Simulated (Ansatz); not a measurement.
A set of 12 reactions (ligand exchange), with CCSD(T)/CBS values in kJ/mol:

```
                                                             reaction      ΔE
         `B[NH][GeH]([CH3])[F]` + H₂S → `BS` + `[CH3][GeH]([NH2])[F]`    41.1
                            `BCC(Cl)Br` + `CBS` → `BSBC` + `CC(Cl)Br`   -71.4
                `F[SiH](F)Cl` + `O[SiH3]` → `F[SiH](Cl)O[SiH3]` + H–F    12.2
     `C[SiH2][NH][ZnH]` + `C[SiH2]O` → `C[SiH2][O][ZnH]` + `C[SiH2]N`   -36.1
 `[CH3][Ti]([OH])([OH])[Cl]` + HCl → `[OH][Ti]([OH])([Cl])[Cl]` + CH₄  -175.0
    `[SiH3]NCBCl` + `C=CN[SiH2]Cl` → `C=CN([SiH3])[SiH2]Cl` + `NCBCl`    -2.3
                 `CO[Si](F)(F)F` + `C=CS` → `C=CS[Si](F)(F)F` + CH₃OH    63.0
                        `[SiH3]NCBCl` + `CCO` → `CCOBCl` + `CN[SiH3]`  -147.9
                                `[OH][InH2]` + HI → `[InH2][I]` + H₂O  -121.2
            `C=C[CH2][InH2]` + `O[SiH3]` → `[SiH3][O][InH2]` + `C=CC`   -73.9
`C=C(Cl)[SiH2][SiH3]` + `N[SiH2]F` → `F[SiH2]N[SiH2][SiH3]` + `C=CCl`   -42.9
                         `[GeH3][GeH3]` + H₂Te → `[GeH3][TeH]` + GeH₄   -33.2
```

Program: Ansatz. Geometries: PBE0-D4/def2-TZVP. ΔE: electronic, gas phase. CCSD(T)/CBS adds triple-zeta CCSD(T) − MP2 to the extrapolated MP2 energy (def2 sets, frozen cores). This one scheme is used for every species. Functionals use def2-TZVPP. def2 core potentials past Kr. For Br, Ge, I, In, Te, Ti, Zn outer-core shells are correlated without core-valence functions, which leaves a few kJ/mol of doubt a bond. Scalar relativity is left out up to krypton. Each species was taken in one conformer, which may not be the lowest.

**Question.** Give the mean, mean absolute and largest difference (level minus CCSD(T)/CBS, kJ/mol) for: PBE-D4, ωB97M-V, B2PLYP, PBE, r2SCAN, PBE0, HF/def2-TZVPP, SCS-MP2/def2-TZVPP, CCSD/def2-TZVPP, CCSD(T)/def2-TZVPP, HF/def2-QZVPP, SCS-MP2/def2-QZVPP, HF/CBS(def2), CCSD/CBS(def2). (An estimate is asked.)

**Answer.** The calculation gave: 
```tsv
level	mean	mean absolute	largest
PBE-D4	0.9	6.3	-13.2
ωB97M-V	1.0	2.1	5.3
B2PLYP	-0.7	5.8	-16.2
PBE	1.5	6.7	-12.7
r2SCAN	-0.2	4.4	-17.7
PBE0	0.2	3.8	-8.6
HF/def2-TZVPP	-4.4	13.1	-34.5
SCS-MP2/def2-TZVPP	-0.2	3.4	6.6
CCSD/def2-TZVPP	1.6	4.0	7.8
CCSD(T)/def2-TZVPP	1.2	2.6	8.2
HF/def2-QZVPP	-4.6	13.8	-36.3
SCS-MP2/def2-QZVPP	-1.0	3.0	-5.2
HF/CBS(def2)	-4.6	13.9	-36.6
CCSD/CBS(def2)	0.4	2.6	7.8
```

The largest T1 diagnostic in the set is 0.024, for `[OH][Ti]([OH])([Cl])[Cl]` (customary mark 0.02).

CCSD(T)/CBS is a level of theory with its own doubt, and the functionals carry their triple-zeta basis error, so these figures describe this set and don't rank the functionals.
